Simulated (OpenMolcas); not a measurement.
# What dynamic correlation does to the levels of Cr3+

```
Program             : OpenMolcas 26.06
Basis               : ANO-R3 [7s5p5d3f1g]
Scalar Hamiltonian  : X2C, finite nucleus
Active space        : 3 electrons in 5 orbitals (3d)
State averaging     : 2S+1 = 4 even, 10 roots; 2S+1 = 2 even, 40 roots
Spin-orbit coupling : state interaction with AMFI integrals over the reference wave functions, term energies averaged over their components
```

Methods on the same reference wave functions:
A. CASSCF
B. SS-CASPT2, IPEA 0.25 Eh, imaginary shift 0.1 Eh (closed shells correlated: 3s 3p)
C. MS-CASPT2, IPEA 0.25 Eh, imaginary shift 0.1 Eh (closed shells correlated: 3s 3p)

Energies in cm-1 above 3d3 4F 3/2, the measured ground level; measured values from Sugar and Corliss, J. Phys. Chem. Ref. Data 6, 317 (1977).

```tsv
Level	A	B	C	Measured
3d3 4F 3/2	0.0	0.0	0.0	0.0
3d3 4F 5/2	242	244	244	236
3d3 4F 7/2	575	578	578	556
3d3 4F 9/2	991	992	992	946
3d3 4P 1/2	17795	14410	14400	14059
3d3 4P 3/2	17905	14510	14500	14177
3d3 2G 7/2	18105	14850	14850	15052
3d3 4P 5/2	18184	14790	14790	14471
3d3 2G 9/2	18455	15200	15200	15402
3d3 2P 1/2	23882	20590	19380	19519
3d3 2H 9/2	23918	20830	21160	21066
3d3 2P 3/2 [72 %]	24015	21250	19360	
3d3 2H 11/2	24186	21100	21430	21321
3d3 2D 3/2(1) [73 %]	26018	19980	20640	20650
3d3 2D 5/2(1)	26262	20740	20740	20664
3d3 2F 7/2	41179	34660	34660	34363
3d3 2F 5/2	41332	34810	34810	34556
3d3 2D 5/2(2)	64303	54210	54210	52975
3d3 2D 3/2(2)	64484	54390	54410	53142
```

Deviations, from unrounded energies. A percentage is the sum of absolute deviations over the sum of measured energies, with the sign that they share, or ± where signs differ.

```json
{"Against measurement": "mean absolute deviation (cm-1)", "Levels": "17", "A": "4400", "B": "400", "C": "290"}
{"Against measurement": "fine structure of the ground term (%)", "Levels": "3", "A": "+4.1", "B": "+4.4", "C": "+4.4"}
{"Against measurement": "other terms of the ground configuration (%)", "Levels": "14", "A": "+21.2", "B": "±1.9", "C": "±1.4"}
```

C lies closest to measurement on these levels and A furthest from it. The largest miss of C in the table is 3d3 2D 3/2(2), by +1300 cm-1. The ranking rests on the paired levels alone, and a cruder setting can come out closer through cancelling errors.

Between B and C the level of the table that moves most is 3d3 2P 3/2 [72 %], by 1900 cm-1 (lowest in C, highest in B). Moves below CASPT2's spread within the term are not significant.

The mean deviations of B to C differ by less than CASPT2's widest spread within a term (900 cm-1), so their order carries little weight.

From A to B the spin-free energies of the other terms of 3d3 shown, above 4F, scale by factors of 0.78 to 0.87, as is usual when dynamic correlation screens the repulsion within a d or f shell.

The lowest spin-free term lies below A's lowest term by 0.358 hartree in B, 0.358 hartree in C.

CASPT2 does not keep the components of a term degenerate, so their means are used; among the terms shown or strongly mixed into the levels shown the widest spread is 900 cm-1 (3d3 4F, C). Without dynamic correlation excited terms often stand tens of per cent too high (terms of higher spin than the ground term too low), and those without a measured partner can miss by more than the paired ones (holds for A). The CASPT2 spread within a term exceeds the gap to the next term for 3d3 2D(1) and 3d3 2P, 3d3 2P and 3d3 2H, so the order of their levels is uncertain, and so are names and mixing where such terms share a J (holds for B). Computed and measured levels are paired by configuration, term and J; levels that our copy of the source lacks, or whose pairing is in doubt (as where it misses far off the trend of its configuration), stay unpaired and out of the deviations. Levels of configurations outside the active space are missing.

A share in square brackets marks a mixed level and gives the weight of the term that names it, the lowest over the columns. A number in round brackets counts repeated terms of one configuration in the order of the reference energies.
